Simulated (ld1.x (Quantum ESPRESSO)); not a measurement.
# An all-electron radial function and its pseudo partner (Fe)

Columns: radius, all-electron u(r) and pseudo u(r) of the 4s shell (level -4.65 eV) of iron in the configuration [Ar] 3d6.5 4s1.5 4p0; PBEsol, non-relativistic, ultrasoft scheme, ld1.x (Quantum ESPRESSO) 7.5.

| r (bohr) | all-electron | pseudo |
| --- | --- | --- |
| 0.143 | -0.1343 | -0.0533 |
| 0.285 | -0.0601 | -0.1059 |
| 0.428 | 0.1524 | -0.1581 |
| 0.570 | 0.2541 | -0.2090 |
| 0.713 | 0.2350 | -0.2587 |
| 0.855 | 0.1434 | -0.3063 |
| 0.998 | 0.0208 | -0.3521 |
| 1.140 | -0.1048 | -0.3950 |
| 1.283 | -0.2216 | -0.4353 |
| 1.425 | -0.3221 | -0.4720 |
| 1.568 | -0.4057 | -0.5053 |
| 1.710 | -0.4720 | -0.5344 |
| 1.853 | -0.5233 | -0.5593 |
| 1.995 | -0.5607 | -0.5795 |
| 2.138 | -0.5866 | -0.5950 |
| 2.280 | -0.6025 | -0.6054 |
| 2.423 | -0.6101 | -0.6107 |
| 2.565 | -0.6107 | -0.6107 |
| 2.708 | -0.6054 | -0.6054 |
| 2.850 | -0.5956 | -0.5956 |
| 2.992 | -0.5820 | -0.5820 |
| 3.135 | -0.5653 | -0.5653 |
| 3.278 | -0.5463 | -0.5463 |
| 3.420 | -0.5257 | -0.5257 |
| 3.563 | -0.5038 | -0.5038 |
| 3.705 | -0.4812 | -0.4812 |

How many radial nodes do the two functions have?

The all-electron 4s function has n − l − 1 = 3 (the table is too coarse to show those close to the nucleus); the pseudo-wave has 0, since the states of the same l below it are removed with the core.

At about which radius was the pseudo-wave matched?

2.60 bohr, where the columns begin to agree (steps of 0.14 bohr).

Is the pseudo-wave norm-conserving?

No, it belongs to an ultrasoft set: the norm inside the radius is not constrained, and the difference is carried by the augmentation charge.
